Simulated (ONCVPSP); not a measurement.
Fe (Z = 26): excitation energies, all-electron against ONCV

* Element: iron
* Generator: ONCVPSP 4.0.1
* Type: optimised norm-conserving Vanderbilt (ONCV)
* Functional: PBEsol
* Relativity: fully relativistic
* Frozen core: [Ne]
* Valence charge: 16
* Reference configuration: 3s2 3p6 3d6 4s1.75 4p0.25
* Partial waves: 3s+4s: rc 1.35 bohr, ncon 4, nbas 8, qcut 9.9 1/bohr, 3 projectors, debl 0.9 Ha; 3p+4p: rc 1.15 bohr, ncon 5, nbas 8, qcut 14.5 1/bohr, 2 projectors; 3d: rc 1.15 bohr, ncon 4, nbas 8, qcut 12.8 1/bohr, local
* Local potential: the d channel
* Core correction: Teter function, fcfact 3, rcfact 1.45

Open shells are filled in proportion to 2j + 1.

Energies are relative to the spin-unpolarised reference configuration 3s2 3p6 3d6 4s1.75 4p0.25; without spin polarisation the order of configurations can differ from experiment. Not all tests gave a result: 1 of 4 tests not solved or not reliable. The d channel is local and has no spin–orbit splitting in the pseudo-atom.

```tsv
valence configuration	charge	ΔE all-electron (eV)	error AE − PS (meV)
3s2 3p6 3d6 4s2 4p0	0	-1.010	0.0
3s2 3p6 3d6 4s1 4p0	+1	7.735	+0.5
3s2 3p6 3d6 4s0 4p1	+1	12.811	+0.8
```

Levels in the configuration 3s2 3p6 3d6 4s1 4p0:

| level | all-electron (eV) | pseudo (eV) |
| --- | --- | --- |
| 3s j=1/2 | -102.276 | -102.274 |
| 3p j=3/2 | -67.947 | -67.944 |
| 3p j=1/2 | -69.488 | -69.486 |
| 3d j=5/2 | -15.922 | -15.986 |
| 3d j=3/2 | -16.077 | -15.986 |
| 4s j=1/2 | -12.326 | -12.325 |
